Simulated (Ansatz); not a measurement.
The cluster Ca7Si2. Total charge 0; singlet. Geometry PBE0-D4/def2-SVP; atoms count from 1.

```xyz
9

Ca    1.577   -1.840   -1.026
Ca   -0.139    0.529   -3.102
Ca   -1.627    2.885   -0.746
Ca   -0.901    1.038    2.515
Ca   -1.938   -2.213   -1.023
Ca    2.237   -0.853    2.434
Ca    1.839    1.801   -0.043
Si   -0.704    0.241   -0.251
Si   -0.345   -1.588    1.242
```

The restricted singlet is unstable towards broken spin symmetry at other levels; at PBE0-D4/def2-TZVP this wasn't settled. The geometry of the singlet was relaxed on an unsound state (restricted singlet, unstable towards broken spin symmetry at other levels and untested here). The structure comes from a short search, and lower isomers may exist.

(1) Estimate the Mulliken populations from the PBE0/def2-TZVP orbitals of Ansatz.

(2) And the Mayer bond orders between bonded heavy atoms (over 0.3)?

## Answers

(1) 
| atom | charge (e) |
| --- | --- |
| Ca1 | 0.24 |
| Ca2 | 0.18 |
| Ca3 | 0.24 |
| Ca4 | 0.40 |
| Ca5 | 0.49 |
| Ca6 | 0.17 |
| Ca7 | 0.25 |
| Si8 | -1.32 |
| Si9 | -0.65 |
Mulliken values and Mayer orders depend strongly on the basis.

(2) Ca1–Ca2 0.51 (3.59 Å); Ca1–Ca5 0.44 (3.53 Å); Ca1–Ca6 0.41 (3.66 Å); Ca1–Ca7 0.31 (3.78 Å); Ca1–Si9 0.41 (2.98 Å); Ca2–Ca3 0.54 (3.65 Å); Ca2–Ca5 0.34 (3.88 Å); Ca2–Ca7 0.34 (3.86 Å); Ca2–Si8 0.40 (2.92 Å); Ca3–Ca7 0.39 (3.70 Å); Ca3–Si8 0.49 (2.84 Å); Ca4–Ca6 0.41 (3.66 Å); Ca4–Ca7 0.30 (3.82 Å); Ca4–Si8 0.34 (2.88 Å); Ca4–Si9 0.48 (2.97 Å); Ca5–Si8 0.38 (2.85 Å); Ca5–Si9 0.67 (2.84 Å); Ca6–Ca7 0.61 (3.65 Å); Ca6–Si9 0.61 (2.94 Å); Si8–Si9 0.85 (2.39 Å).
